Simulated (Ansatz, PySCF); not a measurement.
4,4-difluorobut-1-yne (C₄H₄F₂), SMILES C#CCC(F)F. Atoms are numbered in the order given.

```xyz
10

C      1.0292     1.4637     2.0770
C      0.8489     0.5573     1.2959
C      0.6056    -0.5329     0.3575
C     -0.6501    -0.3358    -0.4821
F     -0.8218    -1.4254    -1.2773
F     -0.5131     0.7483    -1.2845
H      1.1965     2.2696     2.7664
H      0.5028    -1.4894     0.8967
H      1.4507    -0.6441    -0.3433
H     -1.5587    -0.2016     0.1307
```

The structure is a stationary point at B3LYP-D3(BJ)/def2-SVP. Other conformers were not sampled.

Two levels are set side by side: PBE-D3(BJ)/def2-SVP (Ansatz, an electronic-structure program) and B3LYP-D3(BJ)/def2-SVP (Ansatz). Each level has its own optimised geometry; the coordinates shown are those of the second. Frequencies come from the Hessian of PySCF at each geometry. Differences are taken from unrounded values.

```
quantity                            B3LYP-D3(BJ)  PBE-D3(BJ)  PBE-D3(BJ) minus B3LYP-D3(BJ)
----------------------------------  ------------  ----------  -----------------------------
mean bond length (Å)                       1.255       1.262                          0.007
bond C1–C2 (Å)                             1.210       1.222                          0.012
bond C2–C3 (Å)                             1.459       1.457                         -0.002
bond C3–C4 (Å)                             1.523       1.530                          0.006
bond C4–F5 (Å)                             1.360       1.368                          0.008
bond C4–F6 (Å)                             1.356       1.363                          0.007
bond C1–H7 (Å)                             1.074       1.081                          0.007
bond C3–H8 (Å)                             1.103       1.111                          0.008
bond C3–H9 (Å)                             1.103       1.112                          0.008
bond C4–H10 (Å)                            1.104       1.114                          0.010
highest harmonic wavenumber (cm⁻¹)          3471        3408                            -62
mean harmonic wavenumber (cm⁻¹)             1284        1244                            -40
zero-point energy (kcal/mol)               44.06       42.69                          -1.37
```

GGA bonds tend to be longer and softer than those of functionals with exact exchange. Differences between two approximate levels are no errors against the true value.
